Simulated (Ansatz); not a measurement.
Molecule: C4H8N (charge 0, doublet). It need not be the lowest isomer of its formula. SMILES: NC1[CH]CC1
Geometry from a B3LYP-D3(BJ)/def2-TZVP (Ansatz, an electronic-structure program) optimisation:
```xyz
13

C     -1.5536     0.1847     0.2026
C     -0.5617    -0.9015     0.4754
C      0.6335    -0.0195     0.2835
C     -0.3508     1.1083    -0.1584
N      1.5926    -0.4509    -0.7363
H     -2.1346     0.5148     1.0720
H     -2.2673    -0.0037    -0.6064
H     -0.6602    -1.9509     0.7207
H      1.1252     0.2287     1.2400
H     -0.2828     2.0423     0.3981
H     -0.2677     1.3085    -1.2248
H      1.9355    -1.3807    -0.5196
H      2.3995     0.1650    -0.7441
```
Charge 0, spin multiplicity 2.

Task: Give the harmonic wavenumbers at B3LYP-D3(BJ)/def2-TZVP (Ansatz, finite differences of forces, unscaled).

Result: 75, 147, 241, 385, 451, 706, 756, 838, 864, 914, 952, 965, 1012, 1069, 1125, 1173, 1208, 1218, 1259, 1301, 1326, 1361, 1460, 1484, 1647, 2890, 2990, 3016, 3070, 3127, 3184, 3465, 3543 cm⁻¹. Zero-point energy 70.4 kcal/mol.

Task: From these and the geometry, give the ideal-gas thermochemistry at 298.15 K and 1 atm (rigid rotor, harmonic oscillator).

Result: Point group C1, rotational symmetry number 1. Rotational constants 10.38, 4.388, 3.516 GHz. S(trans) 38.66, S(rot) 25.11, S(vib) 12.06, S(elec, spin only) 1.38, S 77.2 cal/(mol K). H(298) - H(0) 4.37 kcal/mol; G - E(el) 51.7 kcal/mol.
